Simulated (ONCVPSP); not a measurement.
## C: variants of one ONCV potential

Base potential:

ONCVPSP 4.0.1 input, shortened (lines: element, Z, core and valence counts, functional; n l f; lmax; l rc ep ncon nbas qcut; lloc lpopt rc5 dvloc0; l nproj debl; icmod fcfact rcfact), PBE, scalar-relativistic:

```
  C 6.00    1    1        4      upf
    1    0    2.00
    2    0    2.00
    2
    0    1.20    0.00    4    8    5.30
    1    1.10    0.06    4    7    8.20
    2    0.95    0.33    4    7    9.40
    4    5    0.65    2.00
    0    3    2.90
    1    2    3.40
    2    2    2.00
    3    3.00    1.20
```

In the p channel the program set the typed energies aside and used 0.050, 3.450 Ha.

All-electron outer shells of the reference configuration (PBE, scalar-relativistic, ld1.x):

```json
{"shell": "1s", "level (eV)": "-308.54", "outermost node (bohr)": "–", "outermost maximum (bohr)": "0.17"}
{"shell": "2s", "level (eV)": "-40.38", "outermost node (bohr)": "0.37", "outermost maximum (bohr)": "1.13"}
```

Cutoffs, loose and tight: the cutoffs (Ha) at which the residual kinetic energy of the hardest occupied pseudo-wave falls to 1 and 0.1 mHa per electron. They do not see the model core or the augmentation charge, which bear on the density cutoff. Test errors are all-electron minus pseudo excitation energies from the reference, over the configurations 2s2 2p2; 2s2 2p1; 2s1; 2s2 2p1.5. A dash means not determined; rows that change the core or the reference have their own tests.

```tsv
change	outcome	cutoff, loose	cutoff, tight	bound ghosts	GHOST(+) flags above zero	largest test error (meV)
base	generated, projector energies reset by the program	32 Ha	110 Ha	none	s	+172
core correction Teter function, fcfact 7.7, rcfact 1.2	generated, projector energies reset by the program	32 Ha	110 Ha	none	s	+148
s: qcut 5.8; p: qcut 8.9; d: qcut 10.2	generated, projector energies reset by the program	19 Ha	102 Ha	none	s	+150
s: debl 3.8	generated, projector energies reset by the program	32 Ha	110 Ha	none	s	+172
p: nbas 9	generated, projector energies reset by the program	32 Ha	110 Ha	none	s	+185
all radii but the core radius scaled by about 0.91 (s 1.10, p 1.00, d 0.86 bohr); local potential polynomial inside 0.60 bohr (lpopt 5, dvloc0 2 Ha)	generated, projector energies reset by the program	45 Ha	132 Ha	none	s	+141
d: qcut 10.8	generated, projector energies reset by the program	32 Ha	110 Ha	none	s	+172
p: ncon 3, nbas 6	generated, projector energies reset by the program	32 Ha	110 Ha	none	s	+200
s: qcut 7.3	generated, projector energies reset by the program	20 Ha	26 Ha	none	s	+147
```
